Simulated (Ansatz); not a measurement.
`CN(C)[SiH]`, relaxed with RKS PBE0-D4/def2-TZVP in Ansatz 0.2.0 from a PBE-D4/def2-SVP geometry. The force threshold is 0.005 eV/Å; the program also tests the step.

The species carries charge 0 and has multiplicity 1.

Start:

```xyz
11

C    -1.386    0.180   -0.029
N     0.039    0.274    0.275
C     0.839   -0.652   -0.514
Si    0.588    1.421    1.479
H    -1.957    0.900    0.588
H    -1.774   -0.844    0.175
H    -1.584    0.401   -1.102
H     0.520   -1.705   -0.339
H     1.908   -0.555   -0.250
H     0.721   -0.454   -1.605
H     2.085    1.034    1.322
```

```tsv
step	energy (eV)	largest force (eV/Å)	largest move (Å)
1	-11548.8529	0.924	0.000
2	-11548.9014	0.460	0.020
3	-11548.9096	0.026	0.017
4 (rejected)	-11548.9095	0.029	0.016
5	-11548.9097	0.004	0.006
```

End:

```xyz
11

C    -1.373    0.179   -0.029
N     0.041    0.275    0.276
C     0.831   -0.647   -0.510
Si    0.580    1.396    1.454
H    -1.938    0.886    0.579
H    -1.748   -0.832    0.172
H    -1.560    0.400   -1.087
H     0.516   -1.682   -0.328
H     1.885   -0.550   -0.255
H     0.706   -0.450   -1.582
H     2.060    1.025    1.312
```

Hardware: 4 threads of an Arm Neoverse V2 on a shared host. Wall time 11 s, peak host memory 0.38 GiB.
